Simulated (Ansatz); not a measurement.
Calculated with Ansatz (gas phase, PBE0-D4/def2-TZVP geometries, no zero-point term in ΔE). CBS: MP2 limit from def2 TZ/QZ plus the TZ coupled-cluster correction, frozen cores. This one scheme is used for every species. DFT in def2-TZVPP. def2 core potentials past Kr. For Ge, In outer-core shells are correlated without core-valence functions, which leaves a few kJ/mol of doubt a bond. Scalar relativity is left out up to krypton.

`N#[C][InH2]` + `C[NH][GeH3]` → `C[N]([GeH3])[InH2]` + `C#N`  (ligand exchange at the In–C bond)

Problem. Is it downhill or uphill in electronic energy at CCSD(T)/CBS, and by how much? (Best estimate.)

Solution. The calculation gave: Uphill: ΔE = +0.10 eV.

Problem. What do these levels give: B97M-V, r2SCAN, LC-ωPBE, SCS-MP2/def2-TZVPP, CCSD/def2-TZVPP, MP2/def2-QZVPP? (An estimate is asked.)

Solution. Ansatz gave: B97M-V 0.20, r2SCAN 0.21, LC-ωPBE 0.33, SCS-MP2/def2-TZVPP 0.17, CCSD/def2-TZVPP 0.23, MP2/def2-QZVPP 0.07 eV.

Largest T1 diagnostic among the species: 0.015.

Leaving LDA and LC-ωPBE aside and taking each functional with its dispersion term where it has one, the values, not all of them listed here, spread over 0.15 eV, from BLYP-D4 to ωB97X-V. LDA lies −0.14 eV from PBE without D4. From PBE to PBE0 (25 % exact exchange), in def2-TZVPP and without D4, ΔE moves by +0.08 eV. In def2-TZVPP, CCSD(T) changes the Hartree–Fock value by −0.35 eV (the triples alone add −0.06 eV) and MP2 by −0.41 eV.
